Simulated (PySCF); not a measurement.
# From computed data to an observable: dipole moment from atomic charges

1,1-dichloro-3,3-difluoroprop-1-ene (C₃H₂Cl₂F₂), SMILES FC(F)C=C(Cl)Cl. Atoms are numbered in the order given.

```xyz
9

F      0.2638    -2.4735     1.0953
C     -0.0873    -1.7442     0.0000
F      0.2638    -2.4735    -1.0953
C      0.6630    -0.4523     0.0000
C      0.1051     0.7627     0.0000
Cl    -1.6106     1.0420     0.0000
Cl     1.0573     2.2093     0.0000
H     -1.1803    -1.6130     0.0000
H      1.7526    -0.5317     0.0000
```

Geometry: B3LYP-D3(BJ)/def2-SVP. One conformer was computed; it need not be the lowest.

Charges (e) from PBE/def2-TZVP in PySCF:

```json
[
 {"atom": "F1", "ESP fit": "-0.207", "IAO": "-0.287"},
 {"atom": "C2", "ESP fit": "0.377", "IAO": "0.423"},
 {"atom": "F3", "ESP fit": "-0.207", "IAO": "-0.287"},
 {"atom": "C4", "ESP fit": "-0.111", "IAO": "-0.214"},
 {"atom": "C5", "ESP fit": "-0.150", "IAO": "-0.037"},
 {"atom": "Cl6", "ESP fit": "0.040", "IAO": "0.028"},
 {"atom": "Cl7", "ESP fit": "0.032", "IAO": "0.036"},
 {"atom": "H8", "ESP fit": "0.062", "IAO": "0.149"},
 {"atom": "H9", "ESP fit": "0.164", "IAO": "0.189"}
]
```

The dipole moment of the full density is 1.14 D.

What dipole moment does each set of point charges give, and which comes closer to that of the density?


μ = Σ q r, and 1 e Å = 4.8032 D.
ESP fit: Σ q r = (-0.048, 0.227, 0.000) e Å, |μ| = 1.12 D.
IAO: Σ q r = (-0.186, 0.518, 0.000) e Å, |μ| = 2.65 D.
ESP fit comes closer in size. Point charges leave out the atoms' own dipoles (lone pairs, polarised bonds); fits to the potential absorb them, partitions of the density don't.
